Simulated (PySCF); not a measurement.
**How methods differ on the excitation energy of B⁺**

B⁺ [He] 2s2 (1S) → B⁺ [He] 2s1 3s1 (3S), as a difference of total energies. Computed with PySCF 2.14 in aug-cc-pwCVDZ, with no relativity, point nucleus. Correlated levels: valence: 1s2 frozen; valence and next inner shell: nothing frozen. The calculations carry no spin-orbit coupling.

Task: Order these methods by the excitation energy they give, lowest first.
A. MP2 (valence)
B. MP2 (valence and next inner shell)
C. r2SCAN
D. HSE06

Result: C (15.360 eV), D (15.482 eV), A (15.535 eV), B (15.562 eV).

Errors of the correlated levels include the incompleteness of this basis and the frozen core.

For comparison: 16.090 eV (measured; NIST levels).
